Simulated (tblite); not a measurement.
Record of a relaxation.

Compound: C5H14FPSi2.
Atom-mapped SMILES: `[F:1][Si@@H:2]([SiH2:3][PH2:4])[CH:5]1[CH2:6][CH2:7][CH2:8][CH2:9]1` (hydrogens: H10 on Si2; H11, H12 on Si3; H13, H14 on P4; H15 on C5; H16, H17 on C6; H18, H19 on C7; H20, H21 on C8; H22, H23 on C9)

Computed with GFN2-xTB (tblite), gas phase: L-BFGS steps from a force-field or distance-geometry start until the largest atomic force falls under 0.01 eV/Å. 4 of its 212 geometries are shown.

Step 0: E = -778.5137 eV, largest atomic force 1.123 eV/Å
```
atom  x, y, z in Å  |  force x, y, z in eV/Å
F1      1.443   -1.595    1.915   -0.092   0.074   0.087
Si2     1.024   -0.123    1.385    0.395   0.746   0.740
Si3     2.835    0.885    0.371    0.073   0.265   0.213
P4      3.540   -0.252   -1.408    0.465  -0.453  -0.176
C5     -0.384   -0.332    0.187   -0.639   0.026  -0.523
C6     -1.011    0.962   -0.366    0.398   0.362   0.458
C7     -2.364    0.554   -0.933   -0.297   0.178  -0.005
C8     -2.670   -0.819   -0.341   -0.495  -0.462  -0.156
C9     -1.610   -1.069    0.721   -0.162   0.063   0.383
H10     0.568    0.672    2.568    0.143  -0.494  -0.277
H11     3.977    1.025    1.294   -0.081   0.146  -0.008
H12     2.449    2.243   -0.111    0.191  -0.336   0.092
H13     4.763    0.423   -1.560   -0.296  -0.259   0.146
H14     4.103   -1.350   -0.695   -0.211   0.648  -0.297
H15    -0.001   -0.898   -0.671   -0.107  -0.068  -0.095
H16    -0.384    1.438   -1.116    0.124  -0.025  -0.059
H17    -1.154    1.702    0.440    0.096  -0.324  -0.139
H18    -3.134    1.278   -0.658    0.039  -0.002  -0.046
H19    -2.335    0.503   -2.017    0.005   0.012  -0.134
H20    -3.684   -0.876    0.073    0.168   0.018  -0.057
H21    -2.602   -1.578   -1.127    0.021  -0.001   0.099
H22    -1.947   -0.639    1.678    0.220  -0.028  -0.233
H23    -1.428   -2.127    0.887    0.043  -0.086  -0.014
```

Step 70: E = -778.6472 eV, largest atomic force 0.032 eV/Å
```
atom  x, y, z in Å  |  force x, y, z in eV/Å
F1      1.490   -1.533    1.919   -0.009   0.005   0.010
Si2     1.039   -0.057    1.409    0.015   0.004  -0.012
Si3     2.890    0.959    0.462    0.002   0.025   0.020
P4      3.388   -0.033   -1.490    0.002   0.007  -0.017
C5     -0.370   -0.348    0.167    0.000   0.009  -0.005
C6     -0.968    0.932   -0.425   -0.004   0.005   0.001
C7     -2.339    0.512   -0.982   -0.001  -0.006   0.003
C8     -2.668   -0.843   -0.329    0.000  -0.010   0.002
C9     -1.600   -1.047    0.746    0.006   0.000   0.005
H10     0.523    0.527    2.646   -0.002   0.006  -0.002
H11     4.052    1.004    1.363   -0.004  -0.022  -0.009
H12     2.627    2.359    0.101   -0.006   0.000  -0.004
H13     4.734    0.283   -1.473   -0.002   0.006  -0.008
H14     3.615   -1.283   -0.941    0.000  -0.008   0.003
H15     0.001   -0.958   -0.667    0.007  -0.011   0.015
H16    -0.328    1.365   -1.194    0.011  -0.005   0.008
H17    -1.101    1.680    0.359    0.009  -0.012   0.020
H18    -3.099    1.257   -0.747    0.011   0.006  -0.014
H19    -2.300    0.410   -2.066   -0.005   0.015   0.003
H20    -3.672   -0.863    0.091   -0.009  -0.002  -0.016
H21    -2.599   -1.640   -1.071   -0.010  -0.016   0.006
H22    -1.903   -0.559    1.674   -0.008   0.011  -0.005
H23    -1.418   -2.099    0.961   -0.004  -0.007  -0.006
```

Step 141: E = -778.6781 eV, largest atomic force 0.025 eV/Å
```
atom  x, y, z in Å  |  force x, y, z in eV/Å
F1      1.400   -1.395    2.364   -0.018  -0.016  -0.006
Si2     1.004   -0.009    1.617   -0.002   0.010  -0.022
Si3     2.913    0.844    0.620   -0.002   0.021  -0.002
P4      2.801    0.520   -1.602    0.018   0.006   0.000
C5     -0.317   -0.414    0.311    0.002  -0.009   0.005
C6     -0.789    0.813   -0.473    0.008  -0.001   0.012
C7     -2.101    0.375   -1.143    0.000  -0.002   0.000
C8     -2.570   -0.877   -0.376    0.004  -0.010   0.013
C9     -1.636   -0.987    0.831    0.006  -0.002   0.014
H10     0.417    0.749    2.720    0.012   0.011   0.000
H11     4.179    0.322    1.155   -0.010  -0.001   0.019
H12     2.990    2.305    0.761    0.018  -0.013  -0.002
H13     4.161    0.628   -1.819   -0.001   0.010  -0.011
H14     2.872   -0.861   -1.534   -0.006  -0.001   0.002
H15     0.098   -1.131   -0.409   -0.007  -0.005  -0.001
H16    -0.046    1.148   -1.199    0.000  -0.009  -0.005
H17    -0.981    1.638    0.216   -0.005   0.009  -0.001
H18    -2.844    1.170   -1.098   -0.015   0.008   0.009
H19    -1.939    0.139   -2.194    0.016  -0.008  -0.010
H20    -3.615   -0.807   -0.078   -0.004   0.005   0.014
H21    -2.461   -1.763   -1.003    0.000  -0.004  -0.007
H22    -2.007   -0.371    1.653   -0.007  -0.001  -0.009
H23    -1.535   -2.009    1.193   -0.005   0.001  -0.012
```

Step 211: E = -778.7016 eV, largest atomic force 0.009 eV/Å
```
atom  x, y, z in Å  |  force x, y, z in eV/Å
F1      1.150   -1.065    2.676   -0.002  -0.006  -0.004
Si2     0.963    0.138    1.602   -0.002   0.003   0.004
Si3     3.052    0.511    0.680   -0.001  -0.008  -0.001
P4      2.825    1.361   -1.388   -0.001   0.002   0.002
C5     -0.337   -0.438    0.339    0.002   0.001  -0.002
C6     -0.788    0.663   -0.623    0.001   0.004  -0.001
C7     -2.051    0.096   -1.279    0.001   0.000   0.002
C8     -2.629   -0.914   -0.268   -0.002   0.002   0.000
C9     -1.669   -0.907    0.929    0.000   0.000   0.000
H10     0.400    1.189    2.451    0.000  -0.003  -0.005
H11     3.919   -0.679    0.653    0.006   0.000  -0.001
H12     3.822    1.528    1.410    0.000   0.008   0.000
H13     4.175    1.335   -1.672    0.003  -0.002  -0.002
H14     2.617    0.141   -2.005   -0.002   0.004   0.001
H15     0.069   -1.262   -0.261    0.002  -0.003  -0.001
H16    -0.019    0.923   -1.353    0.005  -0.002  -0.001
H17    -1.033    1.565   -0.060   -0.006   0.001   0.007
H18    -2.764    0.885   -1.516    0.001  -0.003  -0.003
H19    -1.796   -0.408   -2.212    0.001  -0.002   0.002
H20    -3.640   -0.647    0.036   -0.002  -0.001  -0.002
H21    -2.671   -1.910   -0.711    0.002   0.003   0.004
H22    -2.012   -0.195    1.681    0.001   0.002  -0.003
H23    -1.589   -1.884    1.403   -0.005   0.000   0.005
```

**Question.** Summarise the path.

**Answer.** The energy falls by 4.33 kcal/mol from step 0 to step 211; nine tenths of that is first reached at step 161. It rises by more than 0.2 meV at step 104. The largest force goes from 1.123 to 0.009 eV/Å. Among the bonds P4–H14 changes most, from 1.426 to 1.383 Å; the atoms move by 1.038 Å rms after alignment.

What follows is the cost of the whole relaxation. Time: 5.1 s. Hardware: one thread of an Intel Xeon Platinum 8259CL at 2.50 GHz (shared host).
